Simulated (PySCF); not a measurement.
Computed shifts of a molecule C3H9BFN, PySCF with B3LYP/pcSseg-1, GIAO, gas phase, equivalent atoms averaged, in ppm (number of nuclei): ¹³C: 43.5 (1), 25.0 (1), -2.8 (1). ¹⁵N: 118.3 (1). ¹⁹F: -114.7 (1). ¹H: 3.41 (1), 3.32 (1), 3.13 (1), 1.39 (3), 0.53 (3). References: ¹³C against TMS (σ = 181.3 ppm); ¹⁵N against NH3 (σ = 265.5 ppm); ¹¹B against BF3 (σ = 86.3 ppm); ¹⁹F against CFCl3 (σ = 161.7 ppm); ¹H against TMS (σ = 31.68 ppm), references at their B3LYP-D3(BJ)/def2-TZVP geometries, non-relativistic. Coordinates come from a ωB97X-D3(BJ)/def2-SVP optimisation. Other conformers were not sampled.

Identify the compound among the candidates.
A) CB(F)N(C)C
B) CCNB(C)F
C) CCB(N)CF
D) CB(N)[C@H](C)F

B, CCNB(C)F
